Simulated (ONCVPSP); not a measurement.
# Logarithmic derivatives: praseodymium (Pr), ONCV

ONCVPSP 4.0.1 input, shortened (lines: element, Z, core and valence counts, functional; n l f; lmax; l rc ep ncon nbas qcut; lloc lpopt rc5 dvloc0; l nproj debl; icmod fcfact rcfact), revPBE, scalar-relativistic:

```
  Pr 59.00    9    5  -102130      upf
    1    0    2.00
    2    0    2.00
    2    1    6.00
    3    0    2.00
    3    1    6.00
    3    2   10.00
    4    0    2.00
    4    1    6.00
    4    2   10.00
    4    3    2.00
    5    0    2.00
    5    1    6.00
    5    2    1.00
    6    0    2.00
    3
    0    2.15    0.00    4    8    5.20
    1    1.80    0.00    5   10    3.80
    2    3.75    0.00    3    7    3.30
    3    1.65    0.00    4    8    8.80
    3    5    1.65    0.00
    0    2    0.80
    1    1    1.60
    2    2    1.70
    3    0    3.20
    3    2.50    1.35
```

The phase is arctan(r·R′/R) of the radial function R(r), unwrapped; energies in Ha, scanned from -3 to 5 Ha. A pole is an energy at which the radial function vanishes at the test radius. The pseudo phase is shifted by a multiple of π to meet the all-electron one at the reference energy, and phase errors are pseudo minus all-electron; the curves can meet again beyond the range given. Levels narrower than the energy grid can be missing from the lists of poles.

Task: For each channel, where are the poles, and over which energies does the pseudopotential scatter like the atom?

Result:

```json
{"channel": "s", "radius (bohr)": "2.19", "reference energy (Ha)": "-0.14", "poles, all-electron": "-1.14, 4.62", "poles, pseudo": "-1.14, 4.41", "unbroken range about the reference energy with phases within 0.05 rad": "the whole range", "phase error 1 Ha above the reference energy (rad)": "-0.001"}
{"channel": "p", "radius (bohr)": "1.83", "reference energy (Ha)": "-0.88", "poles, all-electron": "0.85", "poles, pseudo": "1.02", "unbroken range about the reference energy with phases within 0.05 rad": "below 2.1", "phase error 1 Ha above the reference energy (rad)": "+0.008"}
{"channel": "d", "radius (bohr)": "3.81", "reference energy (Ha)": "-0.11", "poles, all-electron": "0.03, 1.54, 3.99", "poles, pseudo": "0.03, 1.54, 4.60", "unbroken range about the reference energy with phases within 0.05 rad": "below 0.4", "phase error 1 Ha above the reference energy (rad)": "+0.020"}
{"channel": "f", "radius (bohr)": "1.67", "reference energy (Ha)": "-0.23", "poles, all-electron": "0.14", "poles, pseudo": "0.23", "unbroken range about the reference energy with phases within 0.05 rad": "-0.4 to 0.2", "phase error 1 Ha above the reference energy (rad)": "+0.147"}
```

Note: ghosts flagged at negative energy: s at -181.6 eV, p at -10.3 eV; GHOST(+) flagged for d at 140.5 eV. A true bound ghost makes a file unfit for plane-wave use.

Phases in the d channel:

```tsv
E (Ha)	all-electron	pseudo
-2.98	1.449	1.449
-2.76	1.444	1.443
-2.54	1.437	1.437
-2.32	1.430	1.430
-2.10	1.421	1.421
-1.88	1.411	1.411
-1.66	1.399	1.398
-1.44	1.383	1.382
-1.22	1.361	1.361
-1.00	1.331	1.332
-0.78	1.284	1.285
-0.56	1.192	1.194
-0.34	0.892	0.898
-0.12	-1.096	-1.096
0.10	-1.673	-1.667
0.32	-1.974	-1.945
0.54	-2.980	-2.797
0.76	-4.239	-4.188
0.98	-4.511	-4.499
1.20	-4.618	-4.615
1.42	-4.683	-4.682
1.64	-4.734	-4.734
1.86	-4.787	-4.784
2.08	-4.859	-4.847
2.30	-5.013	-4.950
2.52	-5.782	-5.216
2.74	-7.386	-6.444
2.96	-7.648	-7.405
3.18	-7.735	-7.615
3.40	-7.782	-7.700
3.62	-7.814	-7.748
3.84	-7.839	-7.780
4.06	-7.861	-7.804
4.28	-7.884	-7.824
4.50	-7.909	-7.844
4.72	-7.943	-7.867
4.94	-7.998	-7.915
```
